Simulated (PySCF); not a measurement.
Si(H)(Br)(Me)2 (C₂H₇BrSi), SMILES C[SiH](C)Br. Geometry optimised at PBE0-D3(BJ)/def2-SVP.

Computed equilibrium geometry at PBE0-D3(BJ)/def2-SVP (PySCF confirms it by a frequency run) as Cartesian coordinates in Å, and its point group:
point group Cs.
```xyz
11

Si     0.9135    -0.4292     0.0000
C      1.6692     0.2837     1.5533
C      1.6692     0.2837    -1.5533
Br    -1.2801     0.0553     0.0000
H      1.0115    -1.9186     0.0000
H      2.7442     0.0446     1.5970
H      1.1859    -0.1291     2.4511
H      1.5555     1.3782     1.5725
H      1.1859    -0.1291    -2.4511
H      2.7442     0.0446    -1.5970
H      1.5555     1.3782    -1.5725
```
Charge 0, spin multiplicity 1.
